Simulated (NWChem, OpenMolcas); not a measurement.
## Exact exchange and the dipole moment of BNH3F3

BNH3F3: 8 atoms, total charge 0, spin state singlet. As SMILES, `[NH3+][B-](F)(F)F`. The shape is that of a PBE0-D4/def2-TZVP optimisation.

The dipole moment y, in D, basis cc-pVDZ; a is the functional's share of exact exchange. Programs: NWChem 7.3.0, OpenMolcas 26.06.

| functional | program | a | y (D) |
| --- | --- | --- | --- |
| TPSS | NWChem | 0 | 6.10 |
| r2SCAN | OpenMolcas | 0 | 6.21 |
| B3LYP | NWChem | 0.2 | ? |
| PBE0 | NWChem | 0.25 | 6.25 |
| BHLYP | NWChem | 0.5 | 6.35 |

Problem. Fit y = c + s·a to the known rows and predict B3LYP.

Solution. 
1. Means of the 4 rows: a = 0.1875, y = 6.228.
2. Σ(Δa)² = 0.17188, Σ(Δa·Δy) = 0.066875, so the slope is 0.066875/0.17188 = 0.38908.
3. Intercept: 6.228 − (0.38908) × 0.1875 = 6.155. The largest residual of the fit is 0.055.
4. B3LYP: 6.155 + (0.38908) × 0.2 = 6.23 D.

The run gave 6.21 D, so the prediction is off by +0.02 D, within the scatter of the fit. More exact exchange makes the molecule more polar here. The rows mix families of semi-local functionals, which the line can't see.
